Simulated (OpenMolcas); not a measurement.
Pr3+ among 3 point charges of -2 e arranged as a planar triangle (D3h).

```json
{
  "Program": "OpenMolcas 26.06",
  "Method": "CASSCF",
  "Basis": "ANO-RCC-VTZP [8s7p5d3f2g1h]",
  "Scalar Hamiltonian": "DKH2, point nucleus",
  "Active space": "2 electrons in 7 orbitals (4f)",
  "State averaging": "2S+1 = 3 even, 21 roots; 2S+1 = 1 even, 27 roots kept (CI in the orbitals of an earlier block)",
  "Spin-orbit coupling": "state interaction with AMFI integrals over the reference wave functions"
}
```

All point charges move together. At R = 2.8 Å the width of the lowest J multiplet is 1552 cm-1, and at R = 2.95 Å it is 1331 cm-1.

Question: A third run gives 931 cm-1. What distance was it run at?

Answer: With a power law R^-n the two known points give n = -ln(1331 / 1552) / ln(2.95 / 2.8) = 2.94. Then R = 2.8 × (1552 / 931)^(1/2.94) = 3.332 Å. The run was at 3.33 Å, so the estimate is off by +0.002 Å.

Point charges carry no covalency, so the field is a model and not that of real ligands. No measured value stands beside these numbers.
